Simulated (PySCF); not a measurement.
Orbital picture of NiO

TPSS at R = 1.618 Å; Ni def2-TZVPPD, O def2-TZVPPD; no relativity (PySCF 2.14). State: ³Σ⁻ (triplet), unpaired electrons π ↑↑. Only the outer orbitals are listed, counted within each symmetry.

| spin | orbital | occ. | ε (eV) | on Ni (%) | main shells (%) |
| --- | --- | --- | --- | --- | --- |
| α | 8σ | 1 | -9.47 | 42 | 52 O p, 39 Ni d |
| α | 3π | 1 | -9.26 | 52 | 52 Ni d, 48 O p |
| α | 3π | 1 | -9.26 | 52 | 52 Ni d, 48 O p |
| α | 1δ | 1 | -6.49 | 100 | 100 Ni d |
| α | 1δ | 1 | -6.49 | 100 | 100 Ni d |
| α | 4π | 1 | -6.38 | 50 | 50 O p, 48 Ni d |
| α | 4π | 1 | -6.38 | 50 | 50 O p, 48 Ni d |
| α | 9σ | 1 | -5.84 | 76 | 45 Ni d, 31 Ni s, 25 O p |
| α | 10σ | 0 | -3.61 | 95 | 64 Ni s, 22 Ni p, 10 Ni d |
| β | 8σ | 1 | -9.04 | 42 | 50 O p, 40 Ni d |
| β | 3π | 1 | -7.44 | 48 | 51 O p, 47 Ni d |
| β | 3π | 1 | -7.44 | 48 | 51 O p, 47 Ni d |
| β | 1δ | 1 | -5.78 | 100 | 100 Ni d |
| β | 1δ | 1 | -5.76 | 100 | 100 Ni d |
| β | 9σ | 1 | -5.53 | 78 | 43 Ni d, 35 Ni s, 24 O p |
| β | 4π | 0 | -4.27 | 57 | 51 Ni d, 43 O p |
| β | 4π | 0 | -4.27 | 57 | 51 Ni d, 43 O p |
| β | 10σ | 0 | -3.15 | 98 | 68 Ni s, 19 Ni p, 11 Ni d |

Question: Which are the highest filled and the lowest empty level, where do they sit, and how wide is the gap?

Answer: Highest filled β 9σ at -5.53 eV (in %: 43 Ni d, 35 Ni s, 24 O p); lowest empty β 4π at -4.27 eV (in %: 51 Ni d, 43 O p); the gap at TPSS is 1.26 eV.

| Item | Value |
| --- | --- |
| bond order (Mayer) | 2.05 |
| ⟨S²⟩ | 2.008 |
| charge on Ni (Mulliken, basis-dependent) | 0.45 |
| charge on Ni (Löwdin, basis-dependent) | 0.43 |
| dipole moment (positive dipole means Ni(−)O(+)) | -4.14 D |

The state is the lowest single determinant that the PBE0 search found; with open d or f shells the true ground state can be another one.
